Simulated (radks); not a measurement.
The numbers below are computed, except where a source is named.
Species: the cadmium ion Cd2+. Configuration: [Kr] 4d10 (the NIST ground configuration).

Level of theory: non-relativistic Kohn-Sham, LDA (Slater exchange, Perdew-Wang correlation), spin-polarised, spherical densities, point nucleus; relativity is left out, which matters for an element this heavy (a radial shooting solver on a logarithmic mesh with Libxc functionals).

Energy parts (eV):
| part | energy |
|---|---|
| total | -148612.997 |
| kinetic | 148525.046 |
| electron-nucleus | -353086.791 |
| Hartree | 59909.115 |
| exchange-correlation | -3960.367 |

Orbitals (lengths in bohr, moments of r in powers of bohr; r(90%) holds 90 % of the orbital's charge):
| orbital | occ. | eigenvalue (eV) | r(90%) | <r^4> |
|---|---|---|---|---|
| 1s | 2 | -25637.45 | 0.0564 | 4.591e-06 |
| 2s | 2 | -3741.760 | 0.211 | 0.0008374 |
| 2p | 6 | -3491.501 | 0.190 | 0.0005506 |
| 3s | 2 | -709.0332 | 0.546 | 0.03802 |
| 3p | 6 | -607.1968 | 0.546 | 0.03744 |
| 3d | 10 | -417.9985 | 0.529 | 0.03298 |
| 4s | 2 | -116.3573 | 1.32 | 1.327 |
| 4p | 6 | -83.6900 | 1.44 | 1.859 |
| 4d | 10 | -31.1170 | 1.96 | 6.544 |

The highest occupied level is 4d at -31.117 eV. The electron density at the nucleus is 7.746e+04 e/bohr^3.
